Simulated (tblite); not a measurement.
Parent: `[SiH3:1][C@@H:2]1[CH2:3][CH2:4][CH2:5][S:6][CH2:7]1` with Si1–C2–C3–C4 175°, C2–C3–C4–C5 62°, C3–C4–C5–S6 -64°, C4–C5–S6–C7 57°, C5H12SSi.

Structures optimised with GFN2-xTB, isolated species. One conformer each, not checked by frequencies here.

| coordinate of the parent | value |
| --- | --- |
| Si1–C2 | 1.912 Å |
| C2–C3 | 1.530 Å |
| C3–C4 | 1.529 Å |
| C4–C5 | 1.519 Å |
| C5–S6 | 1.819 Å |
| S6–C7 | 1.824 Å |
| C2–C7 | 1.518 Å |
| Si1–C2–C3 | 111.4° |
| Si1–C2–C7 | 110.4° |
| C3–C2–C7 | 110.7° |
| C2–C3–C4 | 112.5° |
| C3–C4–C5 | 111.9° |
| C4–C5–S6 | 111.0° |
| C5–S6–C7 | 96.7° |
| C2–C7–S6 | 112.0° |

Task: How does the shared frame change in `[NH2:1][CH2:2][C@:3]1([SiH3:4])[CH2:5][CH2:6][CH2:7][S:8][CH2:9]1` with H–N1–C2–C3 167° and -75°, N1–C2–C3–Si4 -175°, C2–C3–C5–C6 -179°, C3–C5–C6–C7 61°, C5–C6–C7–S8 -62°, C6–C7–S8–C9 57°, C6H15NSSi? Atoms pair as Si1 = Si4, C2 = C3, C3 = C5, C4 = C6, C5 = C7, S6 = S8, C7 = C9 (parent first).

Result: 
```csv
parent,relative,value in the relative,change
Si1–C2,Si4–C3,1.922 Å,+0.010
C2–C3,C3–C5,1.534 Å,+0.004
C3–C4,C5–C6,1.527 Å,-0.002
C4–C5,C6–C7,1.519 Å,0.000
C5–S6,C7–S8,1.819 Å,0.000
S6–C7,S8–C9,1.813 Å,-0.011
C2–C7,C3–C9,1.523 Å,+0.005
Si1–C2–C3,Si4–C3–C5,112.6°,+1.2
Si1–C2–C7,Si4–C3–C9,110.4°,0.0
C3–C2–C7,C5–C3–C9,109.4°,-1.3
C2–C3–C4,C3–C5–C6,114.0°,+1.5
C3–C4–C5,C5–C6–C7,111.9°,0.0
C4–C5–S6,C6–C7–S8,111.3°,+0.3
C5–S6–C7,C7–S8–C9,96.6°,-0.1
C2–C7–S6,C3–C9–S8,112.0°,0.0
```

Of the parent's bonds, Si1–C2 and S6–C7 change most and about equally (-0.011 to +0.010 Å). Bonds of the relative outside the shared frame: N1–C2 1.457, C2–C3 1.541 Å. Point group C1 → C1.

Task: How does the shared frame change in `[CH3:1][S:2][C@:3]1([SiH3:4])[CH2:5][CH2:6][CH2:7][S:8][CH2:9]1` with C1–S2–C3–Si4 -83°, S2–C3–C5–C6 -65°, C3–C5–C6–C7 -61°, C5–C6–C7–S8 64°, C6–C7–S8–C9 -57°, C6H14S2Si? Atoms pair as Si1 = Si4, C2 = C3, C3 = C5, C4 = C6, C5 = C7, S6 = S8, C7 = C9 (parent first).

Result: 
| parent | relative | value in the relative | change |
| --- | --- | --- | --- |
| Si1–C2 | Si4–C3 | 1.916 Å | +0.004 |
| C2–C3 | C3–C5 | 1.529 Å | -0.001 |
| C3–C4 | C5–C6 | 1.530 Å | +0.001 |
| C4–C5 | C6–C7 | 1.518 Å | -0.001 |
| C5–S6 | C7–S8 | 1.817 Å | -0.002 |
| S6–C7 | S8–C9 | 1.824 Å | 0.000 |
| C2–C7 | C3–C9 | 1.511 Å | -0.007 |
| Si1–C2–C3 | Si4–C3–C5 | 111.0° | -0.4 |
| Si1–C2–C7 | Si4–C3–C9 | 111.7° | +1.3 |
| C3–C2–C7 | C5–C3–C9 | 110.8° | +0.1 |
| C2–C3–C4 | C3–C5–C6 | 113.9° | +1.4 |
| C3–C4–C5 | C5–C6–C7 | 112.2° | +0.3 |
| C4–C5–S6 | C6–C7–S8 | 110.7° | -0.3 |
| C5–S6–C7 | C7–S8–C9 | 96.5° | -0.2 |
| C2–C7–S6 | C3–C9–S8 | 114.1° | +2.1 |

Of the parent's bonds, C2–C7 changes most (-0.007 Å). Bonds of the relative outside the shared frame: C1–S2 1.810, S2–C3 1.858 Å. Point group C1 → C1.

All values are computed, not measured.
